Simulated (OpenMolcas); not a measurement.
Mo2+ among 5 point charges of -2 e arranged as a square pyramid (C4v), 2.31 Å from the ion, with the axial distance 2.102 Å. The active orbitals were held to one l.

```
Program             : OpenMolcas
Method              : CASSCF
Basis               : ANO-RCC-VDZP [6s5p3d1f]
Scalar Hamiltonian  : DKH2, point nucleus
Active space        : 4 electrons in 5 orbitals (4d)
State averaging     : 2S+1 = 5 even, 5 roots; 2S+1 = 3 even, 45 roots; 2S+1 = 1 even, 50 roots
Spin-orbit coupling : state interaction with AMFI integrals over the reference wave functions
```

(1) What is the spin-free ground state?

(2) Where is the first state of the same spin?

(3) What are the lowest two levels with spin-orbit coupling?

(4) What is χT at 300 K, and how does it compare with the textbook value?

## Answers

(1) A state of multiplicity 5, 1-fold in its orbital part, 100 % from free-ion D terms; it has the highest spin that d4 allows.

(2) A 1-fold state lies at 7310 cm-1 above the ground state.

(3) A 1-fold level, then a 1-fold level 2.1 cm-1 above it. Their leading multiplicities are 5 (99 %) and 5 (99 %).

(4) The lowest level has 2S+1 = 5, for which the spin-only value is χT = S(S+1) / 2 = 3.000 cm3 K/mol (g = 2). The computed 2.787 at 300 K differs by -0.213, through orbital momentum, spin-orbit coupling and any other state in reach.

Without dynamic correlation the repulsion within the d shell is too large (B by tens of per cent), so at a given field states of lower spin stand too high. Point charges give a weaker field than real ligands, and real ions of this kind are as a rule low spin; the high spin found here belongs to the model. This is an electrostatic model: the charges have no orbitals. An unlabelled pair can be two single states that coincide in this model. No measured value stands beside these numbers.
